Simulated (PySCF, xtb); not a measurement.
N,N-disilylmethanamine (CH9NSi2), SMILES [SiH3]N([SiH3])C.

xtb with GFN2-xTB at its own geometry gives an orbital gap of 4.60 eV and a dipole moment of 0.63 D.

The structure is a stationary point at ωB97X-D3(BJ)/def2-SVP.

Task: What does PBE/def2-TZVP (PySCF) give? (Estimate from the structure and the level; the computed values follow.)

Result: gap 4.97 eV (levels -5.76 and -0.79 eV), dipole 0.87 D.
